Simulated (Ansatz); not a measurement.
vanadium atom (V), quartet (typed; the unrestricted solution is spin-contaminated); R2SCAN/cc-pVDZ in Ansatz (a program for electronic structure).

The Ansatz input:
Ansatz 0.2 input:
```yaml
crystal:
  periodic: [false, false, false]
  atoms:
    - {symbol: V, position_ang: [0.00000000, 0.00000000, 0.00000000]}
basis:
  gaussian:
    orbitals: cc-pVDZ
hamiltonian:
  xc: r2scan
magnetization: {spin_polarized: true, initial_magnetization: 3}
```

Output, abridged:

```
Functional definition: r2SCAN
471 factors; their error is unknown
mean field evaluation 1: about -25665.0534 eV, gradient 5.4e1 eV
mean field evaluation 2: about -25574.4420 eV, gradient 1.1e2 eV
mean field evaluation 4: about -25683.2991 eV, gradient 9.8e0 eV
mean field evaluation 8: about -25683.9838 eV, gradient 5.0e-1 eV
mean field evaluation 16: about -25683.9653 eV, gradient 2.2e-2 eV
mean field evaluation 32: about -25682.1372 eV, gradient 1.2e1 eV
mean field evaluation 64: about -25683.3365 eV, gradient 1.3e-6 eV
mean field evaluation 96: about -25683.4194 eV, gradient 6.6e-2 eV
mean field evaluation 128: about -25683.3365 eV, gradient 2.0e-3 eV
mean field evaluation 160: about -25683.3788 eV, gradient 7.5e0 eV
mean field evaluation 192: about -25683.9285 eV, gradient 9.1e-1 eV
mean field evaluation 224: about -25683.9648 eV, gradient 7.8e-2 eV
mean field evaluation 256: about -25683.9655 eV, gradient 9.2e-7 eV
mean field -25683.96783763 eV, -943.8684088143 hartree, gradient 3.1e-6 eV, S^2 4.268960; 13 other end points of the search recorded, 0 dependent functions left out
reference -25683.96786722 eV, -943.8684099015 hartree; 13, 10 occupied and 30, 33 virtual orbitals, 471 factors
Total energy: -25683.96786722 eV, -943.8684099015 hartree
```
